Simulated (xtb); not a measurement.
H4SiSn, SMILES [SiH3][SnH] (connectivity only; charge and spin as stated), neutral, multiplicity 1. All values are semi-empirical tight-binding results from xtb (GFN2-xTB unless named), good for trends rather than for accurate numbers. Coordinates come from a GFN2-xTB optimisation.

For metal compounds this method's bond lengths and energies can be far off.

Computed properties:
```json
{
 "orbital_gap": "1.87 eV",
 "zero_point_energy": "16.8 kcal/mol",
 "G − E(el) at 298.15 K (modified RRHO)": "-1.4 kcal/mol"
}
```
